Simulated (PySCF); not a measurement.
Tc (technetium, neutral) across methods

[Kr] 4d5 5s1 6s1, high-spin 8S determinant (an excited configuration). All numbers are calculated (PySCF 2.14, a scalar-relativistic core potential, in aug-cc-pwCVDZ-PP with ECP28MDF (6s6p5d3f, 70 functions)).

| method | E (hartree) | mean ε 4d α (eV) | mean ε 5s α (eV) | mean ε 6s α (eV) | Σ⟨r²⟩ (bohr²) | ⟨S²⟩ |
| --- | --- | --- | --- | --- | --- | --- |
| r2SCAN | -80.3199 | -12.157 | -9.001 | -1.542 | 117.7 | 15.751 |
| CAM-B3LYP | -80.2131 | -14.644 | -10.478 | -2.055 | 119.9 | 15.750 |
| BLYP | -80.2211 | -11.394 | -8.553 | -1.375 | 119.1 | 15.750 |
| UHF | -79.72856 | -17.994 | -11.149 | -2.273 | 123.1 | 15.751 |
| PBE0 | -80.2714 | -13.441 | -9.456 | -1.823 | 119.6 | 15.750 |
| MN15 | -80.0868 | -13.768 | -9.931 | -1.457 | 112.5 | 15.752 |
| LDA | -80.0833 | -11.754 | -9.020 | -1.568 | 116.2 | 15.750 |
| B3LYP | -80.2881 | -12.933 | -9.278 | -1.681 | 119.3 | 15.750 |

Problem. Estimate the same row for PBE.

Solution. E (hartree) = -80.2825; mean ε 4d α (eV) = -11.713; mean ε 5s α (eV) = -8.757; mean ε 6s α (eV) = -1.585; Σ⟨r²⟩ (bohr²) = 118.5; ⟨S²⟩ = 15.750.

Energies and moments cover only the electrons outside the core potential. The outer electron is Rydberg-like, and this basis confines it to a smaller radius and binds it less than a complete one would.
